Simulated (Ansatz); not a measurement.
C2H5S (SMILES CC[S]), doublet, at a GFN2-xTB geometry; Ansatz (a program for electronic structure) with PBE0/6-311G**.

Ansatz was given this input:
Ansatz 0.2 input:
```yaml
crystal:
  periodic: [false, false, false]
  atoms:
    - {symbol: C, position_ang: [1.59120474, -0.30906457, -0.07423518]}
    - {symbol: C, position_ang: [0.14127741, -0.74696820, -0.19413812]}
    - {symbol: S, position_ang: [-1.00497093, 0.59920090, 0.15218980]}
    - {symbol: H, position_ang: [1.79862002, 0.04821331, 0.93193225]}
    - {symbol: H, position_ang: [2.24903285, -1.14856825, -0.29044018]}
    - {symbol: H, position_ang: [1.80540898, 0.49349823, -0.77641106]}
    - {symbol: H, position_ang: [-0.08762157, -1.54584703, 0.51354516]}
    - {symbol: H, position_ang: [-0.08079833, -1.09831398, -1.20342314]}
basis:
  gaussian:
    orbitals: 6-311G__.json
hamiltonian:
  xc: pbe0
magnetization: {spin_polarized: true, initial_magnetization: 1}
```
The basis file holds 6-311G** in the JSON format of the Basis Set Exchange.

**Question.** Write the output that Ansatz gives for this input, abridged.

**Answer.** 
```
Functional definition: PBE0
766 factors; their error is unknown
mean field evaluation 1: about -12979.0051 eV, gradient 3.3e1 eV
mean field evaluation 2: about -12976.0869 eV, gradient 4.0e1 eV
mean field evaluation 4: about -12984.2300 eV, gradient 1.7e0 eV
mean field evaluation 8: about -12984.2361 eV, gradient 3.4e-2 eV
mean field evaluation 16: about -12984.2361 eV, gradient 4.9e-5 eV
mean field -12984.23608010 eV, -477.1618749125 hartree, gradient 8.8e-6 eV, S^2 0.753313; 1 other end points of the search recorded, 0 dependent functions left out
reference -12984.23610545 eV, -477.1618758439 hartree; 17, 16 occupied and 76, 77 virtual orbitals, 766 factors
Total energy: -12984.23610545 eV, -477.1618758439 hartree
```
